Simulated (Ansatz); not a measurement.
`BrC1=C[SiH2]1` + H–F → `FC1=C[SiH2]1` + HBr at 400 K and 1 bar (substitution at a C–Br bond).

Isolated molecules relaxed with PBE0-D4/def2-TZVP in Ansatz; ΔE leaves out vibrations. CBS: MP2 limit from def2 TZ/QZ plus the TZ coupled-cluster correction, frozen cores. This one scheme is used for every species. For Br outer-core shells are correlated without core-valence functions, which leaves a few kJ/mol of doubt a bond. Scalar relativity is left out up to krypton.

```json
{"species": "`BrC1=C[SiH2]1`", "CCSD(T)/CBS energy (Eh)": "-2940.22755", "H − E (kJ/mol)": "123.4", "S (J/(mol·K))": "333.3"}
{"species": "H–F", "CCSD(T)/CBS energy (Eh)": "-100.39570", "H − E (kJ/mol)": "36.5", "S (J/(mol·K))": "182.2"}
{"species": "`FC1=C[SiH2]1`", "CCSD(T)/CBS energy (Eh)": "-466.68690", "H − E (kJ/mol)": "126.7", "S (J/(mol·K))": "308.0"}
{"species": "HBr", "CCSD(T)/CBS energy (Eh)": "-2573.91920", "H − E (kJ/mol)": "27.6", "S (J/(mol·K))": "207.2"}
```

H − E and S are ideal-gas, rigid-rotor, harmonic terms from PBE0-D4/def2-TZVP. 1 Eh = 2625.50 kJ/mol, R = 8.31446 J/(mol·K).

Question: By hand: ΔE, ΔH, ΔS and ΔG.

Answer: ΔE = (-466.68690) + (-2573.91920) − (-2940.22755) − (-100.39570) = 0.01715 Eh = 45.0 kJ/mol. Δ(H − E) = 126.7 + 27.6 − 123.4 − 36.5 = -5.6, so ΔH = 39.4 kJ/mol. ΔS = 308.0 + 207.2 − 333.3 − 182.2 = -0.3 J/(mol·K). ΔG = 39.4 − 400 × (-0.3)/1000 = 39.5 kJ/mol.

Question: By hand: the equilibrium constant, and the temperature at which ΔG would vanish if ΔH and ΔS stayed fixed.

Answer: log₁₀ K = −ΔG/(RT ln 10) = -5.2. ΔH and −TΔS have one sign here, so there is no such temperature.

The number of gas molecules stays the same, so ΔS is small and ΔH decides. A doubt of 5 kJ/mol in ΔE shifts log₁₀ K by 0.7 here. These are equilibria of isolated gas molecules and say nothing of rates. Largest T1 diagnostic: 0.014 (customary marks: 0.02 for closed shells, 0.045 for open ones).

ΔS is within the doubt of such terms, so its sign, and with it that verdict, could turn.
